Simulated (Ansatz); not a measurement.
SbH2(vinyl) (C2H5Sb). Total charge 0; triplet. Geometry r2SCAN-D4/def2-TZVP, that of the neutral singlet; atoms count from 1.

```xyz
8

Sb    0.975    0.779    1.181
H    -0.019    2.160    1.383
H     0.243    0.055    2.552
C    -0.367   -0.158   -0.205
C     0.074   -0.727   -1.322
H    -1.429   -0.161    0.025
H     1.128   -0.744   -1.587
H    -0.604   -1.203   -2.027
```

In the def2 sets Sb takes a core potential; there is no spin–orbit coupling. At PBE0-D4/def2-TZVP a singlet of charge 0 lies 4.26 eV below the triplet at the same geometry.

Question: Estimate the Mulliken populations from the PBE0/def2-TZVP orbitals of Ansatz.

Answer: 
| atom | charge (e) | spin (α − β) |
| --- | --- | --- |
| Sb1 | 0.19 | -0.08 |
| H2 | -0.02 | 0.05 |
| H3 | -0.02 | 0.05 |
| C4 | -0.29 | 1.03 |
| C5 | -0.30 | 1.10 |
| H6 | 0.15 | -0.05 |
| H7 | 0.15 | -0.05 |
| H8 | 0.14 | -0.05 |
Mulliken values depend strongly on the basis.

Question: Where does the spin sit?

Answer: Summed by element: Sb -0.08, H -0.05, C 2.13, of 2 unpaired in all. Largest on single atoms: C5 1.10, C4 1.03, Sb1 -0.08.

Question: And the Mayer bond orders between heavy atoms (over 0.3)?

Answer: Sb1–C4 1.03 (2.14 Å); C4–C5 0.94 (1.33 Å).
